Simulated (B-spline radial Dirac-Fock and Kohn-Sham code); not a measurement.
Auger decay of the M5 hole in Eu⁺

System: europium as Eu⁺ in the configuration [Xe] 4f7 6s1.

Model: independent-particle radiative and Coulomb Auger rates from relativistic LDA hole-state orbitals, with Dirac-Fock energies. Program: a radial atomic solver. Kinetic energies are configuration averages from the vacuum level; the two-hole energies are estimated from single-hole states.

```
transition  kinetic energy (eV)  width (meV)  share (%)
   M5-N1N5                590.1         80.3        8.2
   M5-N2N5                663.8         79.0        8.1
   M5-N3N5                695.0          127       13.0
   M5-N4N5                816.7          167       17.0
   M5-N5N5                822.2          191       19.5
   M5-N4N7                957.0         26.4        2.7
   M5-N5N6                961.6         46.5        4.8
   M5-N5N7                962.9         70.5        7.2
   M5-N6N7               1100.9         36.7        3.8
   M5-N7N7               1101.6         25.2        2.6
```

The listed channels hold 87 % of the non-radiative rate. Summed by principal shells, of 0.978 eV in all: MNN 94.7 %, MNO 5.2 %.

Values without a named source are computed, but for edge energies of neutral atoms, which are taken from tables.
